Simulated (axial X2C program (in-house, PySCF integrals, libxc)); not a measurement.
# Spin–orbit effects down a group: molecules with Cs, CCSD(T)

Computed with an in-house all-electron X2C program for linear molecules (integrals from PySCF), spin-free (one-electron X2C) or two-component (2c: spin–orbit coupling with atomic mean-field Coulomb and Gaunt terms, which also bring small scalar terms), in Dyall basis sets with cores contracted in-house; open shells are unrestricted.

Basis sets: Cs dyall-cv3z, H dyall-v3z, Li dyall-cv3z, Na dyall-cv3z. Frozen shells (counts by l): CsH Cs 4s3p2d, H none, 10 electrons correlated; LiCs Cs 4s3p2d, Li 1s, 10 electrons correlated; NaCs Cs 4s3p2d, Na 2s1p, 10 electrons correlated. Coupled cluster in natural virtuals with an MP2 remainder. Where the outer core of a metal is frozen, bonds come out longer and ionisation energies lower.

```tsv
molecule	spin-free state	Re (Å)	ωe (cm⁻¹)	De (eV)	2c state	Re 2c (Å)	ωe 2c (cm⁻¹)	De 2c (eV)
CsH	M_S = 0, Λ = 0	2.506	887.9	1.77	Ω = 0	2.505	888.6	1.77
LiCs	M_S = 0, Λ = 0	3.702	183.9	0.70	Ω = 0	3.702	185.5	0.70
NaCs	M_S = 0, Λ = 0	3.921	96.4	0.58	Ω = 0	3.919	96.7	0.58
```

Each entry is the lowest single determinant of a limited PBE0 search at one distance. De goes to single-determinant-based atoms at the same level (for ions the charge split of lowest energy) and is withheld (n/a) where an atom does not fit its ground term or J level. Main or longest-lived isotopes.
